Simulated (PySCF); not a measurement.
Start geometry of `ClC1=C[SiH2]C=C1` from a GFN2-xTB structure with every atom displaced at random (by about 0.01 Å) (Å):
```
atom  x, y, z in Å
Cl1    2.9975    0.0171    0.3261
C2     1.2548   -0.0449    0.1355
C3     0.5379   -1.1787    0.1038
Si4   -1.2299   -0.7400   -0.1104
C5    -0.7994    1.0811   -0.1505
C6     0.5225    1.2171   -0.0024
H7     1.0257   -2.1463    0.2074
H8    -2.0671   -1.1010    1.0429
H9    -1.8179   -1.2144   -1.3542
H10   -1.4446    1.9404   -0.2392
H11    1.0586    2.1437    0.0253
```

Problem. What comes out of this run: PBE0-D3(BJ)/def2-SVP geometry optimisation, gas phase (PySCF 2.14.0)?

Solution. 
```
atom  x, y, z in Å
Cl1    1.2863   -0.0099   -0.1093
C2    -0.4329   -0.1384   -0.2557
C3    -1.1115   -1.3021   -0.2654
Si4   -2.9126   -0.8342   -0.4515
C5    -2.5301    1.0026   -0.4980
C6    -1.1949    1.1285   -0.3793
H7    -0.6171   -2.2702   -0.1833
H8    -3.7663   -1.2363    0.7072
H9    -3.5413   -1.3507   -1.7049
H10   -3.1898    1.8674   -0.5913
H11   -0.6495    2.0772   -0.3667
```

The energy falls by 0.091 eV over 5 energy and gradient evaluations, the largest force component goes from 0.0175 to 2.2e-04 Eh/bohr, and the atoms move by 0.034 Å rms after alignment. The bond that changes most is Si4–H9 (SiH2 silicon to Si–H hydrogen), which lengthens by 0.039 Å. Bonds longer at the end by more than 0.005 Å: 9 of 11; shorter: 1. Among the angles that change most is C2–C3–Si4, from 108.4° to 105.6°. Rotational constants go from 6306, 1453, 1197 to 6170, 1465, 1200 MHz. The orientation of the end geometry is arbitrary; only internal coordinates are fixed.

The run used 117 basis functions and 35 SCF cycles in all. The run took 28 s on one thread, Arm Neoverse V1 (aarch64), no GPU (shared host), and the process peaked at 0.51 GiB of memory.

Whether it is a minimum is left open (no frequencies).
